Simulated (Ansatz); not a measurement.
Job for Ansatz (a program for electronic structure): R-BLYP/def2-TZVPP on GeH4SSi (SMILES [SiH3][Ge][SH]), a point of a torsion scan.

Ansatz 0.2 input:
```yaml
crystal:
  periodic: [false, false, false]
  atoms:
    - {symbol: Si, position_ang: [1.01632211, -0.05364709, 0.11448823]}
    - {symbol: Ge, position_ang: [-0.64780432, 1.68740959, -0.30277562]}
    - {symbol: S, position_ang: [-2.26888532, 0.87739629, 1.02056005]}
    - {symbol: H, position_ang: [0.74842472, -1.26466086, -0.67849864]}
    - {symbol: H, position_ang: [2.36447181, 0.38952938, -0.26318672]}
    - {symbol: H, position_ang: [1.10767575, -0.51744217, 1.50984843]}
    - {symbol: H, position_ang: [-1.71593465, -0.21352169, 1.53566249]}
basis:
  gaussian:
    orbitals: def2-TZVPP
hamiltonian:
  xc: {name: BLYP}
scf: {lower_state_search: off}
```

Program output:

```
WARN ansatz: RAYON_NUM_THREADS=1 ignored (pool sized by the plan → 1); use --threads N
Functional definition: BLYP
these checks for a lower state are left out or cut short: stability, starts, cluster_reference, orbital_swaps, neighbouring_geometries, increment
integrals: 0.12 GiB planned
1166 factors; their error is unknown
mean field: 0.71 GiB planned
mean field evaluation 1: about -75295.7129 eV, gradient 3.4e1 eV
mean field evaluation 2: about -75284.0166 eV, gradient 7.3e1 eV
mean field evaluation 4: about -75298.4983 eV, gradient 5.9e0 eV
mean field evaluation 8: about -75298.6002 eV, gradient 1.1e-1 eV
mean field evaluation 16: about -75298.5698 eV, gradient 1.6e-4 eV
mean field -75298.56975306 eV, -2767.1713992211 hartree, gradient 4.7e-6 eV, S^2 0.000000; 0 other end points of the search recorded, 0 dependent functions left out
reference -75298.57008679 eV, -2767.1714114856 hartree; 33, 33 occupied and 155, 155 virtual orbitals, 1166 factors
Total energy: -75298.57008679 eV, -2767.1714114856 hartree
Checks for a lower state left out: stability, starts, cluster_reference, orbital_swaps, neighbouring_geometries, increment
```

Self-consistency was reached.

Cost: around 1.7 core-seconds (rough).
